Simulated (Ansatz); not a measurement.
Total energies of Na₆Pt⁻ from Ansatz at PBE-D4/def2-TZVPD, gas phase (1 Eh = 27.2114 eV = 2625.5 kJ/mol). The reference geometry is relaxed at PBE0-D4/def2-SVPD.

Cartesian coordinates in Å:
```
Pt 0.4095 -0.1758 -0.1323
Na 0.8042 0.9589 -2.6204
Na -2.1499 -0.3305 -1.2646
Na 2.3075 0.5819 1.6902
Na -0.3451 2.4756 0.3007
Na -0.9955 -0.6077 2.2377
Na -0.0308 -2.9024 -0.2112
```

```csv
state,geometry,energy (Eh)
charge -1 doublet,reference,-1092.63645
charge 0 singlet,reference,-1092.59165
charge -1 quartet,relaxed at PBE0-D4/def2-SVPD,-1092.62663
```

In the def2 sets Pt takes a core potential; there is no spin–orbit coupling.

Question: Work out the vertical ionisation energy to the singlet.

Answer: E(charge 0 singlet) − E(charge -1 doublet) = -1092.59165 − (-1092.63645) = 0.04480 Eh = 1.22 eV. For comparison, −ε of the highest occupied level of the spin that leaves is -0.07 eV at this level, 1.29 eV less.

Question: Which of the charge -1 states is lowest, and how far above it are the others?

Answer: The doublet. quartet: -1092.62663 − (-1092.63645) = 0.00982 Eh = 25.8 kJ/mol. The quartet differs in its bonds from the reference.

At PBE-D4/def2-TZVPD the highest occupied level of the charge -1 doublet lies above zero (up to 0.07 eV). By energy differences its removal costs 1.22 eV (vertical, to the charge 0 singlet, at PBE-D4/def2-TZVPD); a positive level beside a positive removal energy at the same level points to self-interaction error. At PBE-D4/def2-TZVPD the highest occupied level of the charge -1 quartet lies above zero (up to 0.26 eV). It is a level of α spin, whose loss leaves a triplet; that state wasn't run at this geometry and level. The electron is either unbound and held by the finite basis, or the level is raised by self-interaction error. This restricted singlet of an open-shell metal (gap down to 0.13 eV) wasn't tested against broken symmetry. 

The structure comes from a short search, and lower isomers may exist.
